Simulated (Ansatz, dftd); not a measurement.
Reaction: H5BGeO (SMILES [GeH3][BH]O) → H4BGeO (SMILES [B]([GeH3])O, doublet) + H (doublet) (the B-H bond breaks)
Each species at its own B3LYP-D3(BJ)/def2-TZVP minimum (Ansatz, a quantum-chemistry and plane-wave program), one conformer.

Quantity: bond dissociation energy (electronic), in kJ/mol. UHF or UKS for unpaired electrons; spin-orbit terms are left out. Cores are frozen in correlated methods (noble-gas shells, and filled d and f shells in the p block). No relativity. CBS(X,Y): correlation extrapolated as X^-3, Hartree-Fock from the larger set. A bracket is a step between two methods taken in the basis named. Double hybrids freeze cores in their MP2 part. Where a partner has so few electrons that a lower coupled-cluster level is exact, that level stands in.

```tsv
level	program	bond dissociation energy (kJ/mol)	difference against the last row
r2SCANh-D4/def2-TZVPD	Ansatz + dftd4	425.2	-21.5
CAM-B3LYP-D3(BJ)/def2-TZVPD	Ansatz + dftd3	443.0	-3.7
B2PLYP-D4/def2-TZVPD	Ansatz + dftd4	438.2	-8.5
CCSD(T)/cc-pVTZ	Ansatz	442.8	-3.9
CCSDT(Q)/cc-pVDZ	Ansatz	430.2	-16.5
CCSD(T)/CBS(cc-pVTZ,cc-pVQZ) + [CCSDT(Q) - CCSD(T)]/cc-pVDZ	Ansatz	446.7	0.0
```
